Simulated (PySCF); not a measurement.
## How methods differ on the ionisation energy of C²⁺

C²⁺ [He] 2s2 (1S) → C³⁺ [He] 2s1 (2S), as a difference of total energies. All numbers are calculated (PySCF 2.14, the spin-free X2C one-electron Hamiltonian (Gaussian nucleus), in x2c-QZVPPall with one added diffuse shell each of s, p, d, f type (8s5p4d3f1g, 73 functions)). Correlated levels: valence: 1s2 frozen. The calculations carry no spin-orbit coupling.

```
           method  ionisation energy (eV)  error (eV)
              UHF                  45.797      -2.091
    MP2 (valence)                  47.023      -0.865
SCS-MP2 (valence)                  47.268      -0.620
   CCSD (valence)                  47.814      -0.074
```

Reference: 47.888 eV (measured; NIST Atomic Spectra Database, ionization energies).

Errors of the correlated levels include the incompleteness of this basis and the frozen core.

With two correlated electrons CCSD is exact in that space.

The coupled-cluster amplitudes are large for C²⁺ (T1 above 0.03 or a double amplitude above 0.15), so a single reference is strained.
